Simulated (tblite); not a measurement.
Isomers of C4H6OSSi. Computed with GFN2-xTB (tblite): harmonic, unscaled wavenumbers at the GFN2-xTB geometry, gas phase. Errors from tens to a few hundred cm⁻¹ against measured bands are possible. Modes of hydrogen on silicon and sulfur can be 10 to 20 % off. One conformer each.

Electronic energies: GFN2-xTB at the same geometries; isomer energies are rough at this level and their order can be wrong.

```csv
SMILES,"electronic energy, lowest = 0 (kcal/mol)"
CS[Si@H]1C=CC1=O,60.9
C#CCC(=O)[SiH2]S,62.0
C[Si@H]1C=CC(=S)O1,13.5
O[SiH2]c1ccsc1,0.0
```

Question: How do GFN2-xTB zero-point energies change the relative energies?

Answer: 
```
            SMILES  ZPE (kcal/mol)  of it from modes above 1550 cm⁻¹  electronic (kcal/mol)  with ZPE, lowest = 0 (kcal/mol)  lowest mode (cm⁻¹)  rings
    O[SiH2]c1ccsc1            53.5                              25.1                    0.0                              0.0                  39      1
C[Si@H]1C=CC(=S)O1            55.3                              27.5                   13.5                             15.3                  79      1
  CS[Si@H]1C=CC1=O            54.4                              30.1                   60.9                             61.8                  41      1
  C#CCC(=O)[SiH2]S            50.2                              29.1                   62.0                             58.8                  29      0
```

The zero-point energies span 5.1 kcal/mol, from `C#CCC(=O)[SiH2]S` to `C[Si@H]1C=CC(=S)O1`. The lowest isomer stays, but the order above it changes.

Question: What do entropy and thermal enthalpy add at 298.15 K and 1 bar (rigid rotor, harmonic oscillator, one conformer each)?

Answer: 
| SMILES | point group | symmetry number | S (cal/(mol K)) | H − H(0) (kcal/mol) | ZPE + H − H(0) − TS (kcal/mol) |
| --- | --- | --- | --- | --- | --- |
| C[Si@H]1C=CC(=S)O1 | C1 | 1 | 89.3 | 5.70 | 34.3 |
| CS[Si@H]1C=CC1=O | C1 | 1 | 95.1 | 6.27 | 32.3 |
| C#CCC(=O)[SiH2]S | C1 | 1 | 98.8 | 6.73 | 27.5 |

Not tabulated: `O[SiH2]c1ccsc1` (point group not settled).
